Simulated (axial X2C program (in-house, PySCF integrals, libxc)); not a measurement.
Curves of OPrO from open-shell CI on f(δφ)1 f(π)0

Computed with an axial X2C code built on PySCF integrals: two-component X2C with atomic mean-field Coulomb and Gaunt terms, basis O dyall-v3z, Pr dyall-v3z (cores contracted in-house). Orbitals come from Hartree–Fock averaged over the configuration Pr f(δφ)1 f(π)0; CI then distributes these electrons over the f(δφ), f(π) shells of Pr.

Scan along the symmetric stretch (R is each bond); masses O 15.995 u, Pr 140.908 u, O 15.995 u. Energies in cm⁻¹ from the lowest point; levels are followed by energy order within each Ω. Lowest level at 1.768 Å: 100% f(δφ)1.

```tsv
R (Å)	(1)Ω=5/2	(1)Ω=3/2	(1)Ω=7/2	(2)Ω=5/2
1.644	6027	6831	8582	8749
1.706	1488	2741	4011	4636
1.768	0	1659	2510	3551
1.839	1219	3276	3728	5179
1.909	4864	7235	7379	9159
1.989	11391	14029	13918	15984
2.086	21878	24721	24422	26722
```

(1) Fit the curves (1)Ω=5/2, (1)Ω=3/2, (1)Ω=7/2, (2)Ω=5/2 near their minima.

There is no dynamic correlation: spin–orbit spacings and, for f shells, spacings inside one term are the most reliable numbers, splittings between terms come out too wide, and energies between configurations are not reliable, so the lowest level need not be the ground state of the molecule. At most 6 roots were kept for each Ω > 0 (twice that for Ω = 0) within 3.5 eV of the lowest, so higher up levels can be missing between those listed; levels with Ω > 0 are doubly degenerate and listed once, Ω = 0 levels singly. States that fill the shells left empty in the average are placed too high. The molecule was held linear; bending was not examined.

Results:

(1) From the open-shell CI curves, Te from the lowest:

| level | Te (cm⁻¹) | Re (Å) | ωe (cm⁻¹) |
| --- | --- | --- | --- |
| (1)Ω=5/2 | 0 | 1.773 | 801.5 |
| (1)Ω=3/2 | 1660 | 1.763 | 806.5 |
| (1)Ω=7/2 | 2510 | 1.773 | 803.1 |
| (2)Ω=5/2 | 3552 | 1.763 | 808.7 |

Without dynamic correlation distances can be off by several hundredths of an Å (long for ionic bonds, short for multiple bonds) and the wavenumbers are rough.
